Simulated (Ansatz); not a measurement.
```xyz
7

C     0.0000    0.0170   -0.7455
C     0.0000   -0.0455    0.8537
H     1.0085    0.0159    1.4642
H    -1.0085    0.0159    1.4642
H     0.0000    1.1449   -1.1513
H     0.9627   -0.5030   -1.2132
H    -0.9627   -0.5030   -1.2132
```

Basis set: 6-31G* (spherical functions). Frozen core: 2 orbitals. Charge 0, multiplicity 2.

Computed with Ansatz (development build ahead of 0.2.0); each method stands on the lowest determinant of its kind that the runs found.

Task: Give the atomization energy at this shape (free ground-state atoms in the same class of orbitals less the molecule, no zero-point energy) of doublet C2H5 by UHF-MP2, UHF.

Result:

| method | atomization energy |
| --- | --- |
| UHF-MP2 | 530.70 kcal/mol |
| UHF | 442.78 kcal/mol |

Caution: the shape is not the minimum.
